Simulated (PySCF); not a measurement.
**Static response to an electric field**

Compound: C7H7N.
Cartesian coordinates in Å at the GFN2-xTB level; atoms count from 1:
```
atom  x, y, z in Å
C1     2.7426   -1.6454   -1.4418
C2     1.5831   -0.9506   -0.9306
C3     0.6198   -0.3725   -0.5071
N4    -0.4560    0.2743   -0.0343
C5    -0.7526    0.4593    1.2867
C6    -1.9229    1.1579    1.3661
C7    -2.3545    1.4072    0.0446
C8    -1.4327    0.8520   -0.7958
H9     3.5866   -1.5043   -0.7673
H10    3.0065   -1.2519   -2.4230
H11    2.5364   -2.7119   -1.5321
H12   -0.1084    0.0791    2.0553
H13   -2.4217    1.4612    2.2653
H14   -3.2417    1.9341   -0.2465
H15   -1.3891    0.8194   -1.8670
```

Level: PBE0/def2-SVPD (PySCF), static field, nuclei fixed, core orbitals frozen in the response. The polarisability tensor in these axes (au):

```
x   111.24 -33.77 -17.03
y   -33.77  75.45  10.44
z   -17.03  10.44  86.06
```

**Question.** Give the principal values, the mean and the anisotropy Δα = √{½[(α1 − α2)² + (α2 − α3)² + (α1 − α3)²]}.

**Answer.** Principal values 55.13, 78.53 and 139.09 au; mean 90.92 au = 13.47 Å³ = 14.99 × 10⁻⁴⁰ C²·m²/J; Δα = 75.04 au (83 % of the mean).

**Question.** What is the dipole moment, and where does it point?

**Answer.** (1.28, -0.75, -0.57) D, 1.59 D in size, pointing from the negative to the positive side. Measured along this direction, the outermost atoms are H13 and H14 at the negative end and H10, H9 and H11 at the positive end.

**Question.** Orientational against electronic polarisability at 250 K (dilute gas, rigid molecules)?

**Answer.** In Gaussian units μ²/3kT = 24.46 Å³ against 13.47 Å³, a ratio of 1.82; the Debye molar polarisation (4π/3)N_A(α + μ²/3kT) is 95.7 cm³/mol, leaving out the vibrational part.

**Question.** Rayleigh depolarisation ratio (linearly polarised light, static tensor)?

**Answer.** ρ = 3Δα²/(45ᾱ² + 4Δα²) = 16894.5/(371957 + 22525.9) = 0.0428.

**Question.** Estimate the molar refractivity from the static electronic polarisability.

**Answer.** Lorentz–Lorenz: R = (4π/3)N_A α = 2.5225 cm³/(mol·Å³) × 13.47 Å³ = 34.0 cm³/mol, in the limit of long wavelengths.

**Question.** Refractivity n − 1 of an ideal gas of it at 350 K and 1 atm, from the electronic α?

**Answer.** N = p/kT = 2.0968 × 10¹⁹ cm⁻³, so n − 1 = 2π × N × 13.47 × 10⁻²⁴ cm³ = 1775 × 10⁻⁶ at long wavelengths, for an ideal gas.

**Question.** What are the principal values of the traceless quadrupole moment, Θ = ½Σq(3rr − r²1), about the centre of nuclear charge?

**Answer.** -9.56, 0.81, 8.75 D·Å. The values depend on the origin, since the dipole doesn't vanish. The electronic extent ⟨r²⟩ about the same centre is 1206 bohr², a root-mean-square distance of 2.46 Å for the 56 electrons.

Isolated species at its GFN2-xTB geometry, gas phase.
